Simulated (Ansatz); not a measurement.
`[SnH3][CH2]C1=CC1` + H–F → `FCC1=CC1` + `[SnH4]`  (substitution at a C–Sn bond)

Gas-phase electronic energies from Ansatz, PBE0-D4/def2-TZVP geometries. CCSD(T)/CBS is the MP2 limit (def2-TZVPP, def2-QZVPP) plus CCSD(T) − MP2 in def2-TZVPP, frozen cores. This one scheme is used for every species. Functionals use def2-TZVPP. B3LYP here is the variant with VWN-RPA as its local correlation; programs differ in this. Elements past krypton have def2 core potentials. For Sn outer-core shells are correlated without core-valence functions, which leaves a few kJ/mol of doubt a bond. One conformer a species, not always the lowest.

CCSD(T)/CBS gives +0.92 eV.

(1) Another level gave +0.68 eV. Which?
A. SCS-MP2/def2-TZVPP
B. B3LYP/def2-TZVPP
C. r2SCAN/def2-TZVPP
D. CCSD/def2-TZVPP

Largest T1 diagnostic among the species: 0.013.

Answers

(1) C. r2SCAN 0.68, CCSD/def2-TZVPP 0.77, SCS-MP2/def2-TZVPP 0.85, B3LYP 0.57 eV.

In def2-TZVPP, CCSD(T) changes the Hartree–Fock value by +0.37 eV (the triples alone add +0.05 eV) and MP2 by +0.56 eV. The D4 term adds +0.13 eV with B3LYP and +0.07 eV with PBE0; it sums over pairs of atoms, weighted by their polarisabilities, and B3LYP, whose exchange is more repulsive, gets the larger term.
